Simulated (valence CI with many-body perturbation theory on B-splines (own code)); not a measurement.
**E1 line list for Pr⁴³⁺**

Computed by valence CI with perturbative core correlation (CI+MBPT): six valence electrons over a frozen Dirac-Fock core [Ne], radial functions for each j: 9 s, 9 p, 8 d, 6 f, 3 g, 1 h, with the one-electron correlation potential Σ1, the two-electron term Σ2, the three-electron term Σ3, Breit, model QED; selected CI, second order for the rest, scaled by the run's own slope (own B-spline code, finite nucleus).

The last digits are not significant, and no measured levels were compared; by estimate large intervals hold to a few tenths of a per cent, small ones and those within an open d or f shell to about a per cent. Among the levels kept, up to 1100 cm⁻¹ of a level comes from second order outside the variational space, and about a tenth of that is noise between levels of different J, which matters for small intervals.

Lines 1 to 50 of 108 in falling wavelength, among levels below 2948400 cm⁻¹, chosen from the strongest by gf and those to the six lowest levels. Wavelengths and rates use the calculated energies. Electric multipoles are in the length gauge with retardation, E1 and E2 with the static RPA response of the core. Weak lines are less certain than strong ones. Lines between different terms over intervals too small for the method are left out, as are lines whose strength nearly cancels. The highest levels of a list are the least certain.

Levels are named by their leading jj configuration (3d3/2^4 stands for four electrons in 3d with j = 3/2), which in mixed levels can hold well under half, so a name can repeat and another be missing. Letters in brackets count levels of one name in rising energy.

```tsv
λ vac (Å)	Upper	Lower	A (s⁻¹)	log gf	Branch %
6359	(3s^2 3p1/2 3p3/2^2 3d5/2) J=2 [c]	(3s^2 3p1/2^2 3d3/2^2) J=2	3.92e+00	-6.92	0.0
3114	(3s^2 3p1/2^2 3d3/2^2) J=2	(3s^2 3p1/2 3p3/2^2 3d5/2) J=3 [c]	1.96e+03	-4.85	0.0
2144	(3s^2 3p1/2^2 3d3/2^2) J=2	(3s^2 3p1/2 3p3/2^2 3d5/2) J=1 [b]	1.22e+02	-6.38	0.0
1254	(3s^2 3p1/2^2 3d3/2^2) J=2	(3s^2 3p1/2 3p3/2^2 3d5/2) J=2 [b]	4.97e+03	-5.23	0.0
1007	(3s^2 3p1/2^2 3d3/2^2) J=2	(3s^2 3p1/2 3p3/2^2 3d5/2) J=3 [b]	1.60e+03	-5.92	0.0
808.3	(3s^2 3p3/2^4) J=0	(3s^2 3p1/2^2 3p3/2 3d5/2) J=1	8.97e+04	-5.06	0.2
697.4	(3s^2 3p1/2^2 3d3/2^2) J=2	(3s^2 3p1/2 3p3/2^2 3d5/2) J=2 [a]	4.31e+03	-5.80	0.0
676.7	(3s 3p1/2^2 3p3/2^3) J=1	(3s^2 3p3/2^4) J=0	8.92e+05	-3.74	0.0
610.4	(3s^2 3p1/2^2 3d3/2^2) J=2	(3s^2 3p1/2 3p3/2^2 3d3/2) J=1 [c]	7.79e+03	-5.66	0.0
404.4	(3s^2 3p1/2^2 3d3/2^2) J=2	(3s^2 3p1/2 3p3/2^2 3d3/2) J=1 [b]	2.21e+05	-4.57	0.0
369.0	(3s^2 3p1/2^2 3d3/2^2) J=2	(3s^2 3p1/2 3p3/2^2 3d3/2) J=2 [c]	2.20e+06	-3.65	0.0
345.2	(3s^2 3p1/2^2 3d3/2^2) J=2	(3s^2 3p1/2 3p3/2^2 3d5/2) J=1 [a]	5.47e+03	-6.31	0.0
343.8	(3s^2 3p1/2^2 3d3/2^2) J=2	(3s^2 3p1/2 3p3/2^2 3d3/2) J=3 [b]	3.18e+06	-3.55	0.0
311.8	(3s^2 3p1/2 3p3/2^2 3d3/2) J=1 [a]	(3s^2 3p3/2^4) J=0	3.81e+06	-3.78	0.0
278.6	(3s^2 3p1/2^2 3d3/2^2) J=2	(3s^2 3p1/2 3p3/2^2 3d5/2) J=3 [a]	5.21e+05	-4.52	0.0
252.1	(3s^2 3p1/2^2 3d3/2^2) J=2	(3s^2 3p1/2 3p3/2^2 3d3/2) J=2 [b]	4.32e+03	-6.69	0.0
244.9	(3s^2 3p1/2^2 3p3/2 3d3/2) J=2	(3s^2 3p1/2 3p3/2^3) J=2	8.54e+06	-3.42	0.3
223.1	(3s^2 3p1/2^2 3p3/2 3d3/2) J=1	(3s^2 3p1/2 3p3/2^3) J=2	4.93e+07	-2.96	0.9
218.3	(3s^2 3p1/2^2 3p3/2 3d3/2) J=3	(3s^2 3p1/2 3p3/2^3) J=2	8.98e+05	-4.35	9.5
212.9	(3s^2 3p1/2^2 3p3/2 3d3/2) J=2	(3s^2 3p1/2 3p3/2^3) J=1	2.58e+06	-4.06	0.1
196.2	(3s^2 3p1/2^2 3p3/2 3d3/2) J=1	(3s^2 3p1/2 3p3/2^3) J=1	7.52e+06	-3.89	0.1
192.9	(3s^2 3p1/2^2 3p3/2 3d3/2) J=0	(3s^2 3p1/2 3p3/2^3) J=1	1.51e+07	-4.08	100.0
189.7	(3s^2 3p1/2^2 3d3/2^2) J=2	(3s^2 3p1/2 3p3/2^2 3d3/2) J=3 [a]	5.57e+07	-2.82	0.6
187.0	(3s^2 3p3/2^4) J=0	(3s^2 3p1/2^2 3p3/2 3d3/2) J=1	3.90e+06	-4.69	9.4
177.2	(3s^2 3p1/2^2 3d3/2^2) J=2	(3s^2 3p1/2 3p3/2^2 3d3/2) J=1 [a]	3.12e+01	-9.13	0.0
174.4	(3s^2 3p1/2^2 3d3/2^2) J=2	(3s^2 3p1/2 3p3/2^2 3d3/2) J=2 [a]	1.63e+06	-4.43	0.0
168.0	(3s^2 3p1/2 3p3/2^2 3d5/2) J=1 [a]	(3s^2 3p3/2^4) J=0	4.45e+07	-3.25	0.0
156.8	(3s^2 3p1/2 3p3/2^2 3d3/2) J=1 [b]	(3s^2 3p3/2^4) J=0	1.19e+08	-2.88	0.0
152.1	(3s^2 3p1/2^2 3p3/2 3d5/2) J=2	(3s^2 3p1/2 3p3/2^3) J=2	1.55e+08	-2.57	0.9
139.1	(3s^2 3p1/2^2 3p3/2 3d5/2) J=2	(3s^2 3p1/2 3p3/2^3) J=1	2.05e+08	-2.53	1.3
138.7	(3s^2 3p1/2 3p3/2^2 3d3/2) J=1 [c]	(3s^2 3p3/2^4) J=0	3.59e+07	-3.51	0.0
135.6	(3s^2 3p1/2^2 3d3/2^2) J=2	(3s 3p1/2^2 3p3/2^3) J=1	3.61e+03	-7.30	0.0
124.3	(3s^2 3p1/2^2 3p3/2 3d5/2) J=3	(3s^2 3p1/2 3p3/2^3) J=2	1.41e+05	-5.64	0.0
119.3	(3s^2 3p1/2 3p3/2^2 3d5/2) J=1 [b]	(3s^2 3p3/2^4) J=0	9.76e+07	-3.20	0.0
116.6	(3s^2 3p1/2^2 3d3/2^2) J=2	(3s 3p1/2^2 3p3/2^3) J=2	1.42e+07	-3.84	0.1
116.4	(3s^2 3p1/2^2 3p3/2 3d5/2) J=1	(3s^2 3p1/2 3p3/2^3) J=2	3.23e+08	-2.71	0.3
108.6	(3s^2 3p1/2^2 3p3/2 3d5/2) J=1	(3s^2 3p1/2 3p3/2^3) J=1	6.02e+07	-3.50	0.1
99.13	(3s^2 3p1/2^2 3d3/2^2) J=2	(3s^2 3p1/2^2 3p3/2 3d5/2) J=1	1.48e+05	-5.96	0.0
98.97	(3s 3p1/2^2 3p3/2^3) J=2	(3s^2 3p1/2 3p3/2^3) J=2	5.72e+09	-1.38	2.8
94.03	(3s^2 3p1/2^2 3d3/2^2) J=2	(3s^2 3p1/2^2 3p3/2 3d5/2) J=3	2.99e+08	-2.70	3.1
93.31	(3s 3p1/2^2 3p3/2^3) J=2	(3s^2 3p1/2 3p3/2^3) J=1	8.07e+09	-1.28	4.0
88.43	(3s 3p1/2^2 3p3/2^3) J=1	(3s^2 3p1/2 3p3/2^3) J=2	1.55e+10	-1.26	6.1
83.88	(3s 3p1/2^2 3p3/2^3) J=1	(3s^2 3p1/2 3p3/2^3) J=1	5.13e+09	-1.79	2.0
82.61	(3s^2 3p1/2^2 3d3/2^2) J=2	(3s^2 3p1/2^2 3p3/2 3d5/2) J=2	2.10e+08	-2.97	2.2
77.24	(3s^2 3p1/2 3p3/2^2 3d3/2) J=2 [a]	(3s^2 3p1/2 3p3/2^3) J=2	5.30e+08	-2.62	9.7
76.70	(3s^2 3p1/2 3p3/2^2 3d3/2) J=1 [a]	(3s^2 3p1/2 3p3/2^3) J=2	4.67e+09	-1.91	8.2
75.15	(3s^2 3p1/2^2 3p3/2 3d3/2) J=1	(3s^2 3p1/2^2 3p3/2^2) J=0	1.31e+09	-2.48	23.4
74.57	(3s^2 3p1/2 3p3/2^2 3d3/2) J=3 [a]	(3s^2 3p1/2 3p3/2^3) J=2	3.13e+08	-2.74	3.4
73.75	(3s^2 3p1/2 3p3/2^2 3d3/2) J=2 [a]	(3s^2 3p1/2 3p3/2^3) J=1	4.97e+06	-4.69	0.1
73.54	(3s^2 3p1/2 3p3/2^2 3d3/2) J=0	(3s^2 3p1/2 3p3/2^3) J=1	3.13e+09	-2.59	99.6
```
